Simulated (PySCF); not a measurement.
A structure optimised at r2SCAN-D4/def2-TZVP, used in a PySCF frequency run:

```xyz
3

Se     0.4202     0.4584     0.0000
F     -1.1419     1.2536     0.0000
Cl    -0.2358    -1.5805     0.0000
```

### Question
Write its SMILES, formula and point group.

### Answer
F[Se]Cl, ClFSe, Cs

### Question
What are its rotational constants (standard atomic weights)?

### Answer
12.448, 3.7465, 2.8797 GHz
